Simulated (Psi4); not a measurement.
Complex: C2H2 (SMILES C#C) (first 4 atoms) with N2 (SMILES N#N); geometry from B3LYP-D3(BJ)/def2-TZVP, rigid monomers moved along the line of their centres of mass till H4···N6 is 3.63 Å.
(charge 0, multiplicity 1):
```xyz
6

C     -0.43737     0.42783    -1.03062
C     -0.04094     0.04011     0.03031
H     -0.79032     0.77302    -1.97159
H      0.30879    -0.30194     0.97439
N      0.60103    -0.59010     5.65856
N      0.67467    -0.66104     4.57281
```

Method: Psi4 with SAPT0/jun-cc-pV(D+d)Z.

Which attractive term is largest, and how does the interaction split up?

electrostatics -8.4, exchange 0.7, induction -0.6, dispersion -5.7, total -13.9 meV; the largest attraction is electrostatics.
